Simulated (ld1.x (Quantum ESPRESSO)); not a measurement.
# Reading a pseudo-wave (Pr)

Columns: radius, all-electron u(r) and pseudo u(r) of the 5d shell (level -7.26 eV) of praseodymium in the configuration [Kr] 4d10 5s2 4f3 5p6 5d0 6s1 6p0; revPBE, scalar-relativistic, TM scheme, ld1.x (Quantum ESPRESSO) 7.5.

```
r (bohr)  all-electron  pseudo
   0.165        0.1698  0.0015
   0.330       -0.0716  0.0120
   0.495       -0.2572  0.0384
   0.660       -0.2282  0.0847
   0.825       -0.0836  0.1503
   0.990        0.0892  0.2311
   1.155        0.2482  0.3194
   1.320        0.3784  0.4065
   1.485        0.4772  0.4843
   1.650        0.5468  0.5468
   1.815        0.5917  0.5912
   1.980        0.6166  0.6175
   2.145        0.6260  0.6279
   2.310        0.6237  0.6257
   2.475        0.6130  0.6144
   2.640        0.5963  0.5971
   2.805        0.5755  0.5758
   2.970        0.5521  0.5522
   3.135        0.5271  0.5271
   3.300        0.5012  0.5012
   3.465        0.4750  0.4750
   3.630        0.4488  0.4488
   3.795        0.4231  0.4231
   3.960        0.3978  0.3978
   4.125        0.3731  0.3731
   4.290        0.3492  0.3492
```

How many radial nodes do the two functions have?

The all-electron 5d function has n − l − 1 = 2; the pseudo-wave has 0, since the states of the same l below it are removed with the core.

At about which radius was the pseudo-wave matched?

3.30 bohr. The columns agree to 0.0005 from 2.81 bohr on; several derivatives are matched, so the curves merge somewhat inside the radius.

Is the pseudo-wave norm-conserving?

Yes: the TM scheme keeps the norm inside the radius equal to the all-electron one, which fixes the energy derivative of the logarithmic derivative at the level.
